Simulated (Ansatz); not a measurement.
One geometry of IrCl(PH3)3 (P₃IrH₉Cl), several levels of theory.

```yaml
crystal:
  periodic: [false, false, false]
  atoms:
    - {symbol: Ir, position_ang: [0.455737, 0.006234, -0.005762]}
    - {symbol: Cl, position_ang: [2.848707, 0.011892, -0.061558]}
    - {symbol: P, position_ang: [0.643091, 2.279934, -0.026986]}
    - {symbol: H, position_ang: [-0.509227, 3.138383, -0.011303]}
    - {symbol: H, position_ang: [1.331519, 2.879985, -1.129558]}
    - {symbol: H, position_ang: [1.377117, 2.900486, 1.034367]}
    - {symbol: P, position_ang: [-1.755849, -0.009099, 0.044848]}
    - {symbol: H, position_ang: [-2.514166, -0.711676, -0.961659]}
    - {symbol: H, position_ang: [-2.491576, 1.225715, -0.027546]}
    - {symbol: H, position_ang: [-2.471611, -0.556840, 1.172447]}
    - {symbol: P, position_ang: [0.682728, -2.273033, -0.006576]}
    - {symbol: H, position_ang: [1.407245, -2.858698, 1.080783]}
    - {symbol: H, position_ang: [1.425615, -2.851054, -1.084796]}
    - {symbol: H, position_ang: [-0.429341, -3.182229, -0.016701]}
basis:
  gaussian: {orbitals: def2-TZVPD, initial_orbitals: start.molden}
hamiltonian: {xc: r2scan, dispersion: d4}
scf: {omitted_lower_state_checks: [starts]}
output: {orbitals: {seedname: orbitals}}
```

The file start.molden holds the orbitals of an earlier run on this structure, at another level or in another basis.

```sh
$ ansatz run in.yaml --threads 4 --pin off --events-out ev --progress --plain --max-ram 8704MiB
```

It prints (some lines left out):

```
Functional definition: r2SCAN
1944 factors; their error is unknown
mean field evaluation 1: about -43378.5870 eV, gradient 1.3e1 eV
mean field evaluation 2: about -43378.7266 eV, gradient 2.5e-1 eV
mean field evaluation 4: about -43378.6768 eV, gradient 9.0e-4 eV
mean field -43378.67677755 eV, -1594.1369684519 hartree, gradient 2.4e-5 eV, S^2 0.000000; 0 other end points of the search recorded, 0 dependent functions left out
reference -43378.67680249 eV, -1594.1369693685 hartree; 44, 44 occupied and 255, 255 virtual orbitals, 1944 factors
Total energy: -43378.80703266 eV, -1594.1417552389 hartree
Checks for a lower state left out: starts
```

Hardware: 4 threads of Arm Neoverse V1 on a shared host. Wall time 12 s, peak host memory 0.66 GiB.

First input, but with `gaussian: {orbitals: def2-TZVP, initial_orbitals: start.molden}`, `hamiltonian: {xc: {name: r2SCAN0}, dispersion: d4}` (abridged; 11 s):

```
Functional definition: r2SCAN0
mean field -43376.21542271 eV, -1594.0465153298 hartree, gradient 2.6e-5 eV, S^2 0.000000
Total energy: -43376.37477933 eV, -1594.0523715777 hartree
Checks for a lower state left out: starts
```

The first input with `gaussian: {orbitals: def2-TZVP, initial_orbitals: start.molden}`, `output: {forces: true, orbitals: {seedname: orbitals}}` (abridged; 9 s):

```
Functional definition: r2SCAN
mean field -43378.61909479 eV, -1594.1348486495 hartree, gradient 2.6e-5 eV, S^2 0.000000
Total energy: -43378.74934116 eV, -1594.1396351154 hartree
Atom 0 force    -0.289362    -0.003385     0.005494 eV/Å
Atom 1 force    -0.242406    -0.000487     0.006164 eV/Å
Atom 2 force    -0.017017     0.179778    -0.001746 eV/Å
Atom 3 force     0.334794    -0.259329    -0.004714 eV/Å
Atom 4 force    -0.189744    -0.192594     0.315749 eV/Å
Atom 5 force    -0.205572    -0.198528    -0.304276 eV/Å
Atom 6 force     0.000251     0.018192    -0.005531 eV/Å
Atom 7 force     0.239697     0.198788     0.289921 eV/Å
Atom 8 force     0.225867    -0.362349     0.020756 eV/Å
Atom 9 force     0.229360     0.153309    -0.322447 eV/Å
Atom 10 force     0.014786    -0.186330     0.002651 eV/Å
Atom 11 force    -0.203665     0.189474    -0.314433 eV/Å
Atom 12 force    -0.210374     0.186885     0.310479 eV/Å
Atom 13 force     0.313386     0.276575     0.001931 eV/Å
Dipole moment:    -0.937359    -0.013549     0.019607 e Å
Checks for a lower state left out: starts
```

As the first input, with `gaussian: {orbitals: def2-TZVP, initial_orbitals: start.molden}`, `hamiltonian: {xc: {name: r2SCANh}, dispersion: d4}` (abridged; 10 s):

```
Functional definition: r2SCANh
mean field -43377.63317954 eV, -1594.0986169324 hartree, gradient 1.4e-5 eV, S^2 0.000000
Total energy: -43377.77607910 eV, -1594.1038683941 hartree
Checks for a lower state left out: starts
```

First input, but with `gaussian: {orbitals: def2-TZVP, initial_orbitals: start.molden}`, `hamiltonian: {xc: {name: BHLYP}, dispersion: d4}` (abridged; 6.5 s):

```
Functional definition: BHLYP
mean field -43375.05267063 eV, -1594.0037849791 hartree, gradient 1.2e-5 eV, S^2 0.000000
Total energy: -43375.82683491 eV, -1594.0322349916 hartree
Checks for a lower state left out: starts
```

The first input with `gaussian: {orbitals: def2-SVP, initial_orbitals: start.molden}`, `hamiltonian: {xc: pbe, dispersion: d4}` (abridged; 1.9 s):

```
Functional definition: PBE
mean field -43348.10456102 eV, -1593.0134602169 hartree, gradient 2.4e-5 eV, S^2 0.000000
Total energy: -43348.63604096 eV, -1593.0329917443 hartree
Checks for a lower state left out: starts
```

The first input with `gaussian: {orbitals: def2-TZVP, initial_orbitals: start.molden}`, `hamiltonian: {xc: pbe0, dispersion: d4}` (abridged; 6 s):

```
Functional definition: PBE0
mean field -43365.03095943 eV, -1593.6354938852 hartree, gradient 1.4e-5 eV, S^2 0.000000
Total energy: -43365.49152178 eV, -1593.6524192397 hartree
Checks for a lower state left out: starts
```

Geometry: PBE-D4/def2-SVP.

In the def2 sets Ir takes a core potential; there is no spin–orbit coupling.
